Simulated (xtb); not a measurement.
CH4N (SMILES C[NH-]), charge -1, singlet, from a rough starting geometry; GFN2-xTB run with xtb.

The xtb input:
```
$ xtb mol.xyz --gfn 2 --chrg -1 --opt vtight --json

# file mol.xyz
6

C      0.04905555     0.34487070     0.14762053
N      0.05585550    -1.11663280     0.12297118
H     -0.91622510     0.85621997     0.15473933
H     -0.43624513    -1.46777376    -0.62984289
H      0.62604628     0.71605213     1.01072403
H      0.61842620     0.71969386    -0.74427429
```

What the program printed (banner, timings and long lists left out):

```
   ID    Z sym.   atoms
    1    6 C      1
    2    7 N      2
    3    1 H      3-6

           -------------------------------------------------
          |                Calculation Setup                |
           -------------------------------------------------

           -------------------------------------------------
          |                 G F N 2 - x T B                 |
           -------------------------------------------------

          ...................................................
          :                      SETUP                      :
          :.................................................:
          :  # basis functions                  12          :
          :  # atomic orbitals                  12          :
          :  # shells                            8          :
          :  # electrons                        14          :
          :  max. iterations                   250          :
          :  Hamiltonian                  GFN2-xTB          :
          :  restarted?                      false          :
          :  GBSA solvation                  false          :
          :  PC potential                    false          :
          :  electronic temp.          300.0000000     K    :
          :  accuracy                    1.0000000          :
          :  -> integral cutoff          0.2500000E+02      :
          :  -> integral neglect         0.1000000E-07      :
          :  -> SCF convergence          0.1000000E-05 Eh   :
          :  -> wf. convergence          0.1000000E-03 e    :
          :  Broyden damping             0.4000000          :
          :  net charge                         -1          :
          :  unpaired electrons                  0          :
          ...................................................

 iter      E             dE          RMSdq      gap      omega  full diag
   1     -7.2032786 -0.720328E+01  0.435E+00   10.98       0.0  T
   2     -7.2556926 -0.524140E-01  0.200E+00    9.59       1.0  T
   3     -7.2567409 -0.104823E-02  0.105E+00    9.68       1.0  T
   4     -7.2568625 -0.121668E-03  0.879E-02    9.50       1.0  T
   5     -7.2568695 -0.695173E-05  0.337E-02    9.50       1.2  T
   6     -7.2568699 -0.413583E-06  0.998E-03    9.49       4.1  T
   7     -7.2568703 -0.449896E-06  0.146E-03    9.50      27.9  T
   8     -7.2568703 -0.177380E-08  0.235E-04    9.50     173.7  T
   9     -7.2568703 -0.129505E-10  0.800E-05    9.50     510.1  T

[...]
         :: total energy              -7.173982381206 Eh    ::
 * total energy  :    -7.1739824 Eh     change       -0.1571898E-10 Eh
 * total energy  :    -7.1835600 Eh     change       -0.9577608E-02 Eh
 * total energy  :    -7.1854079 Eh     change       -0.1847883E-02 Eh
 * total energy  :    -7.1859289 Eh     change       -0.5210151E-03 Eh
 * total energy  :    -7.1861241 Eh     change       -0.1952019E-03 Eh
 * total energy  :    -7.1861728 Eh     change       -0.4871067E-04 Eh
 * total energy  :    -7.1861799 Eh     change       -0.7060055E-05 Eh
 * total energy  :    -7.1861808 Eh     change       -0.9345740E-06 Eh
 * total energy  :    -7.1861812 Eh     change       -0.3764352E-06 Eh
 * total energy  :    -7.1861816 Eh     change       -0.4396297E-06 Eh
 * total energy  :    -7.1861816 Eh     change       -0.1000394E-07 Eh
   *** GEOMETRY OPTIMIZATION CONVERGED AFTER 11 ITERATIONS ***
         :: total energy              -7.186181620353 Eh    ::
[...]
      -------------------------------------------------------------
                  HL-Gap            0.3066817 Eh            8.3452 eV
             Fermi-level            0.1341393 Eh            3.6501 eV

     #   Z          covCN         q      C6AA      α(0)
     1   6 C        3.629     0.128    18.873     6.256
     2   7 N        1.768    -0.685    40.848     9.463
     3   1 H        0.899    -0.165     8.517     4.566
     4   1 H        0.858    -0.034     3.737     3.029
     5   1 H        0.922    -0.080     4.918     3.468
     6   1 H        0.899    -0.165     8.515     4.566

 Mol. C6AA /au·bohr⁶  :        428.161906
 Mol. C8AA /au·bohr⁸  :       7740.613246
 Mol. α(0) /au        :         31.348455

Wiberg/Mayer (AO) data.
largest (>0.10) Wiberg bond orders for each atom

 ---------------------------------------------------------------------------
     #   Z sym  total        # sym  WBO       # sym  WBO       # sym  WBO
 ---------------------------------------------------------------------------
     1   6 C    3.963 --     2 N    1.195     5 H    0.971     6 H    0.897
                             3 H    0.897
     2   7 N    2.326 --     1 C    1.195     4 H    0.978
     3   1 H    0.973 --     1 C    0.897
     4   1 H    0.999 --     2 N    0.978
     5   1 H    0.994 --     1 C    0.971
     6   1 H    0.973 --     1 C    0.897
 ---------------------------------------------------------------------------

Topologies differ in total number of bonds
Writing topology from bond orders to xtbtopo.mol

molecular dipole:
                 x           y           z       tot (Debye)
 q only:       -0.022       0.961      -0.134
   full:       -0.194       1.403      -0.459       3.784
molecular quadrupole (traceless):
                xx          xy          yy          xz          yz          zz
 q only:        1.558       0.242      -3.242       0.183       0.801       1.684
  q+dip:        2.093       0.910      -4.344       0.338       2.065       2.251
   full:        1.924       1.019      -4.151       0.484       2.216       2.227

optimized geometry written to: xtbopt.xyz

           -------------------------------------------------
          | TOTAL ENERGY               -7.186181620353 Eh   |
          | GRADIENT NORM               0.000040914486 Eh/α |
          | HOMO-LUMO GAP               8.345233354142 eV   |
           -------------------------------------------------

normal termination of xtb
```
